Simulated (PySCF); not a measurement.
C7H4F3N.
Numbering: `[F:1][C:2]([F:3])=[C:4]([F:5])[c:6]1[cH:7][cH:8][cH:9][cH:10][n:11]1` (hydrogens: H12 on C7; H13 on C8; H14 on C9; H15 on C10)

Computed geometry: GFN2-xTB, gas phase.

(1) Give the optimised bond lengths and angles.

Results:

(1) 
```
   bond  length (pm)
  F1–C2        132.5
  C2–F3        131.6
  C2=C4        133.6
  C4–F5        135.0
  C4–C6        146.0
  C6–C7        139.6
  C7–C8        138.4
  C8–C9        138.6
 C9–C10        138.9
C10–N11        131.7
 C6–N11        133.1
 C7–H12        107.8
 C8–H13        108.0
 C9–H14        107.8
C10–H15        108.1
```

A selection of angles:
```
     angle  degrees
  F1–C2–F3    110.5
  F1–C2–C4    124.0
  F3–C2–C4    125.5
  C2–C4–F5    117.0
  C2–C4–C6    126.8
  F5–C4–C6    116.2
  C4–C6–C7    120.4
 C4–C6–N11    116.8
 C7–C6–N11    122.8
  C6–C7–C8    118.2
  C7–C8–C9    119.0
 C8–C9–C10    118.2
C9–C10–N11    123.5
C6–N11–C10    118.4
```

Dihedral angles: F1–C2–C4–F5 0° (synperiplanar); C2–C4–C6–C7 180° (antiperiplanar).

The C–F distances run from 1.316 Å (C2–F3, drawn single) to 1.350 Å (C4–F5, drawn single), a spread of 0.034 Å. The 11 heavy atoms lie in one plane (0.000 Å rms). The 6-membered ring C6–C7–C8–C9–C10–N11 has internal angles of 118.2° to 123.5°; it is planar, 0.00 Å rms from its mean plane, widest ring torsion 0°. The C–C distances run from 1.336 Å (C2=C4, drawn double) to 1.460 Å (C4–C6, drawn single), a spread of 0.124 Å. Of the pairs four or more bonds apart, F3···N11 is among the closest relative to their van der Waals radii: 2.71 Å, 90 % of the sum of Bondi's values.

Point group: Cs (every atom within 0.08 Å of its image). No GFN2-xTB frequencies stand behind this structure, so it isn't proved a minimum. One conformer, not necessarily the lowest.
